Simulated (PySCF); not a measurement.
Isomers of C5H6FN, one GFN2-xTB conformer each. Single-point energies are computed at PBE0/pcSseg-1 (PySCF, gas phase, no added dispersion term), electronic only.

Task: Rank them by PBE0/pcSseg-1 energy, lowest first (kJ/mol).
A. `[CH3:1]/[C:2]([F:3])=[CH:4]/[CH2:5][C:6]#[N:7]` with C2–C4–C5–C6 121°
B. `[H]/[N:7]=[CH:6]\[C:4]([C:2](=[CH2:1])[F:3])=[CH2:5]` with C1–C2–C4–C5 -153°, C2–C4–C6–N7 23°

Result: A (0.0), B (90.2).

As drawn, the lower has a C≡N group, which the higher lacks; the higher has a C=N bond and an N–H bond, which the lower lacks. GFN2-xTB itself gives, in the same order: 0.0, 81.5. Both levels put the same isomer lowest.

Task: Which frontier levels, dipoles and rotational constants go with these structures?

Result: 
| SMILES | HOMO (eV, PBE0/pcSseg-1) | LUMO (eV) | dipole (D) | A, B, C (MHz) |
| --- | --- | --- | --- | --- |
| C/C(F)=C/CC#N | -7.74 | -0.02 | 4.27 | 6449, 1296, 1197 |
| [H]/N=C\C(=C)C(=C)F | -7.37 | -1.76 | 1.41 | 3864, 2387, 1581 |
